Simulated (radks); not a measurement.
All-electron atom: Tc V in [Kr] 4d3 (the NIST ground configuration). Calculated with a radial shooting solver on a logarithmic mesh with Libxc functionals: scalar-relativistic Kohn-Sham, r2SCAN, spin-unpolarised, spherical densities, finite nucleus; meta-GGA in the generalised Kohn-Sham scheme; Fermi nuclear charge, rms radius 4.4112 fm.

Unscreened Slater integrals over Kohn-Sham orbitals (hartree).

integral,value
"F0(4d,4d)",0.62983
"F2(4d,4d)",0.32198
"F4(4d,4d)",0.21286
"F0(4d,4p)",0.69474
"F2(4d,4p)",0.34920
"G1(4d,4p)",0.43874
"G3(4d,4p)",0.27004
"F0(4d,4s)",0.71668
"G2(4d,4s)",0.32245
"F0(4d,3d)",0.84270
"F2(4d,3d)",0.16306
"F4(4d,3d)",0.071550
"G0(4d,3d)",0.053222
"G2(4d,3d)",0.060274
"G4(4d,3d)",0.045471
"F0(4p,4p)",0.78666
"F2(4p,4p)",0.41621
"F0(4p,4s)",0.81987
"G1(4p,4s)",0.55899
"F0(4p,3d)",1.0155
"F2(4p,3d)",0.23803
"G1(4p,3d)",0.076107
"G3(4p,3d)",0.073702
"F0(4s,4s)",0.85845
"F0(4s,3d)",1.0917
"G2(4s,3d)",0.089273
"F0(3d,3d)",2.2834
"F2(3d,3d)",1.1283
"F4(3d,3d)",0.71770

Derived for the open shells (J is the average intra-shell exchange parameter used in DFT+U). 4d: Racah B = F2/49 - 5 F4/441 = 0.004158 hartree, C = 35 F4/441 = 0.01689 hartree, C/B = 4.06, F4/F2 = 0.661, J = (F2 + F4)/14 = 0.03820 hartree.
